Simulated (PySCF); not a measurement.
Computed shifts of a molecule C₃H₄FNSi, PySCF with KT2/pcSseg-1, GIAO, gas phase, atoms alike by connectivity averaged where their shifts nearly agree, in ppm (number of nuclei): ¹⁵N: 307.6 (1). ¹³C: 150.1 (1), 116.5 (1), 113.5 (1). ²⁹Si: -1.7 (1). ¹⁹F: -264.8 (1). ¹H: 7.00 (1), 6.15 (1), 5.98 (2). References: ¹⁵N against NH3 (σ = 266.2 ppm); ¹³C against TMS (σ = 185.1 ppm); ²⁹Si against TMS (σ = 361.9 ppm); ¹⁹F against CFCl3 (σ = 127.1 ppm); ¹H against TMS (σ = 31.47 ppm), references at their B3LYP-D3(BJ)/def2-TZVP geometries, non-relativistic. Coordinates come from a ωB97X-D3(BJ)/def2-SVP optimisation. One conformer was computed; it need not be the lowest.

Task: Which structure fits?
A. FC1=CN=C[SiH2]1
B. F[Si@H]1C=CC=N1
C. N#C/C=C\[SiH2]F
D. C#C/C=N/[SiH2]F

Result: C, N#C/C=C\[SiH2]F
